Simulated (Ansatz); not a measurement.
Cost and result for the atomization energy of B₂GeH₆ (`B[BH][GeH3]`) (9 atoms, 8 bonds).

```xyz
9

B     0.4817    0.3681   -1.6145
B    -0.3899    0.8023   -0.3400
Ge   -0.1911   -0.5443    1.2357
H     1.6372    0.6763   -1.7228
H     0.0563   -0.3949   -2.4384
H    -1.1130    1.7285   -0.1288
H     0.3594    0.2035    2.4646
H     0.7399   -1.7352    0.9501
H    -1.5805   -1.1042    1.5943
```

The species carries charge 0 and has multiplicity 1. Correlated methods include outer-core shells of Ge, which these sets cover unevenly. Scalar relativity is left out up to krypton. The structure was optimised at the PBE0-D4/def2-TZVP level. Program: Ansatz. All runs use 2 threads of an AMD EPYC 7B13 on a shared host. Times are those of one run each, without the atoms' runs, and a repeat can differ threefold. Electronic energies, without spin–orbit coupling; frozen cores. CCSD(T)/CBS adds CCSD(T) − MP2 in def2-TZVPP to the MP2 limit, and its time is that of the two runs behind it. T1 = 0.013. With those shells the extrapolation isn't a true limit.

CCSD(T)/CBS is a level of theory with its own doubt, some kJ/mol a heavy atom from the limit and from the frozen cores, so smaller differences don't rank the functionals.

```
                          level  functions  atomization (kJ/mol)  difference from CCSD(T)/CBS  per bond
             PBE0-D4/def2-TZVPP        194                2667.3                         10.1       1.3
        CAM-B3LYP-D4/def2-TZVPP        194                2692.5                         35.3       4.4
                 MP2/def2-QZVPP        383                2627.1                        -30.1      -3.8
               CCSD(T)/def2-SVP         90                2532.7                       -124.5     -15.6
              CCSD(T)/CBS(def2)          –                2657.2                          0.0       0.0
              B2PLYP/def2-TZVPP        194                2647.0                        -10.2      -1.3
              B97M-V/def2-TZVPP        194                2722.3                         65.1       8.1
            PBE-QIDH/def2-TZVPP        194                2658.0                          0.8       0.1
PBE-D4/def2-TZVPP (with forces)        194                2676.1                         18.9       2.4
             BLYP-D4/def2-TZVPP        194                2652.1                         -5.1      -0.6
          r2SCANh-D4/def2-TZVPP        194                2691.5                         34.3       4.3
             CCSD(T)/def2-TZVPP        194                2614.9                        -42.3      -5.3
             ωB97X-V/def2-TZVPP        194                2687.2                         30.0       3.7
```

Problem. Order the runs by time, with rough figures. (Estimate.)

Solution. Ansatz gave: BLYP-D4/def2-TZVPP 1.9 s; PBE-D4/def2-TZVPP (with forces) 2.1 s; PBE0-D4/def2-TZVPP 2.6 s; CAM-B3LYP-D4/def2-TZVPP 3.3 s; r2SCANh-D4/def2-TZVPP 3.7 s; CCSD(T)/def2-SVP 3.7 s; PBE-QIDH/def2-TZVPP 4.2 s; B2PLYP/def2-TZVPP 4.2 s; ωB97X-V/def2-TZVPP 6.5 s; B97M-V/def2-TZVPP 7.5 s; MP2/def2-QZVPP 17 s; CCSD(T)/def2-TZVPP 52 s; CCSD(T)/CBS(def2) 69 s.

From r2SCAN to r2SCAN0 (25 % exact exchange), in def2-TZVPP and without D4, the atomization energy moves by −21.3 kJ/mol: exact exchange takes away binding that semilocal exchange gives to molecules. At CCSD(T), def2-SVP lies −124.4 kJ/mol from the extrapolated value and def2-TZVPP −42.3 kJ/mol: correlation converges slowly with the basis, and small sets miss more of it in the bonded molecule than in its fragments. In def2-TZVPP, CCSD(T) changes the Hartree–Fock value by +526.8 kJ/mol (the triples alone add +21.7 kJ/mol) and MP2 by +514.8 kJ/mol; breaking electron pairs costs correlation energy, which Hartree–Fock lacks.
